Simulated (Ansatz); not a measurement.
Ansatz results at the PBE0-D4/def2-TZVP geometry: HOMO–LUMO gap (PBE0/def2-TZVPP) 7.84 eV; LUMO energy (B3LYP/def2-TZVPP) 0.08 eV; HOMO energy (B3LYP/def2-TZVPP) -7.26 eV.

Each molecule was computed in one conformer, which needn't be the lowest.

Question: Which molecule gave them?
A. `N[SiH2]CF`
B. `[OH][Al]([OH])[CH]1B[SiH2]1`
C. `[SH][Al]1[SiH2]C[SiH2]1`
D. `[SiH3]N[SiH2]S`

Answer: A. The others give `[OH][Al]([OH])[CH]1B[SiH2]1`: 5.60, -1.54, -6.76; `[SiH3]N[SiH2]S`: 7.41, -0.21, -7.16; `[SH][Al]1[SiH2]C[SiH2]1`: 4.50, -2.20, -6.40.

B3LYP here is the variant with VWN-RPA as its local correlation; programs differ in this.
